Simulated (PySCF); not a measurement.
Electronic structure of Ga+ (gallium, charge +1) at the r2SCAN level

Configuration: [Ar] 3d10 4s2, closed-shell 1S. Calculation: PySCF 2.14, in aug-cc-pwCVDZ-PP with ECP10MDF; scalar relativity through the core potential.

```json
{"Total energy": "-259.1095 hartree", "One-electron energy": "-456.5608 hartree", "Hartree (Coulomb) energy": "219.9440 hartree", "Exchange-correlation energy": "-22.4927 hartree", "⟨S²⟩": "0.0000", "⟨L²⟩": "0.000", "Sum of ⟨r⟩": "17.89 bohr", "Sum of ⟨r²⟩": "23.91 bohr²"}
```

| shell | electrons | mean orbital energy (eV) | rms radius, mean of both spins (bohr) |
| --- | --- | --- | --- |
| 3s | 2 | -160.91 | 0.701 |
| 3p | 6 | -110.57 | 0.739 |
| 3d | 10 | -28.083 | 0.912 |
| 4s | 2 | -16.582 | 2.38 |

Energies and moments cover only the electrons outside the core potential.
